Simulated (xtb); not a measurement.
Sb(SiH3)(TeH)2 (H5SbSiTe2), SMILES [SiH3][Sb]([TeH])[TeH]. All values are semi-empirical tight-binding results from xtb (GFN2-xTB unless named), good for trends rather than for accurate numbers. Geometry optimised at GFN2-xTB.

For metal compounds this method's bond lengths and energies can be far off.

Problem. Estimate the properties. (Estimate from the structure and the level; the computed values follow.)

Solution. 
| Item | Result |
|---|---|
| point group as xtb finds it | Cs |
| orbital gap | 3.26 eV |
| zero-point energy | 23.0 kcal/mol |
| G − E(el) at 298.15 K (modified RRHO) | -2.2 kcal/mol |
